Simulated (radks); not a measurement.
All-electron atom: the bismuth ion Bi43+ in [Kr] 4d4. All-electron calculation, scalar-relativistic Kohn-Sham, Wu-Cohen GGA, spin-unpolarised, spherical densities, finite nucleus; Fermi nuclear charge, rms radius 5.5211 fm. Program: a radial shooting solver on a logarithmic mesh with Libxc functionals. Some entries of the table are withheld. Estimate them.

orbital,occ.,eigenvalue (eV),<r^2> (bohr^2),<r> (bohr)
1s,2,-92630.88,0.0003465,0.01580
2s,2,-18304.72,0.005242,0.06647
2p,6,-15959.23,0.004481,0.06052
3s,2,-5900.262,0.03305,0.1700
3p,6,-5226.846,0.03409,0.1716
3d,10,-4563.782,0.02801,0.1551
4s,2,-2649.578,0.1345,0.3459
4p,6,-2403.451,(1),0.3592
4d,4,-2142.476,0.1463,(2)
5s,0,(3),(4),(5)
5p,0,(6),0.4367,0.6242

Answer. 
(1) 4p <r^2> (bohr^2): 0.1459
(2) 4d <r> (bohr): 0.3578
(3) 5s eigenvalue (eV): -1493.058
(4) 5s <r^2> (bohr^2): 0.4000
(5) 5s <r> (bohr): 0.5985
(6) 5p eigenvalue (eV): -1382.702
